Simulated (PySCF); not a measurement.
C2H5FO2Si, SMILES [Si@H](F)(C)OC=O. The structure is a stationary point at B3LYP-D3(BJ)/def2-SVP. The structure was generated by enumeration; whether it is a known compound was not checked. One conformer was computed; it need not be the lowest.

Question: Give the equilibrium geometry at B3LYP-D3(BJ)/def2-SVP (PySCF confirms it by a frequency run) as Cartesian coordinates in Å. (An estimate is asked for; the answer gives what the named calculation found.)

Answer: Several could match; the one computed here: 
```xyz
11

C     -1.6430    -0.6862     0.6965
Si    -0.5341     0.5591    -0.1052
F     -1.1858     1.0644    -1.5011
O      0.9247    -0.1708    -0.6366
C      1.7916    -0.6833     0.2393
O      1.6231    -0.7067     1.4310
H     -1.1746    -1.0546     1.6219
H     -2.6204    -0.2426     0.9439
H     -1.8100    -1.5409     0.0218
H     -0.2093     1.7554     0.6998
H      2.6896    -1.0867    -0.2744
```
